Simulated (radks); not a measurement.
Values are calculated unless marked as measured or tabulated.
Initial-state core-level shifts of neutral ytterbium when its valence configuration changes from [Xe] 4f14 6s2. Level of theory: scalar-relativistic Kohn-Sham, PBE, spin-polarised, spherical densities, finite nucleus; open shells are filled with parallel spins first (spin-orbit coupling, left out, can overturn this in heavy ions); Fermi nuclear charge, rms radius 5.3108 fm (a radial shooting solver on a logarithmic mesh with Libxc functionals). Shifts are changes of the shell-averaged eigenvalues in eV (positive: less bound); the change of the density at the nucleus, which sets a Mossbauer isomer shift, is in e/bohr^3, on a base of 1.085e+06.

valence                1s       4s       4p       4d  density at nucleus
4f14 5d1 6s1       +0.377   +0.418   +0.423   +0.434               -36.3
4f14 6s1 6p1       -1.391   -1.368   -1.372   -1.376               -33.8
4f13 6s2 6p1       -9.884  -10.864  -10.742  -10.557               +66.9
4f13 5d1 6s1 6p1   -8.014   -8.945   -8.815   -8.613               +11.0
4f12 5d1 6s1 6p2  -18.664  -20.708  -20.392  -19.918               +72.9
4f14 6s1.5 6p0.5   -0.760   -0.747   -0.749   -0.751               -15.9
4f14 6p2           -2.833   -2.780   -2.788   -2.798               -72.6
4f13.5 5d0.5 6s2   -3.350   -3.797   -3.740   -3.650               +24.1
4f13 5d1 6s2       -6.781   -7.721   -7.590   -7.387               +49.5
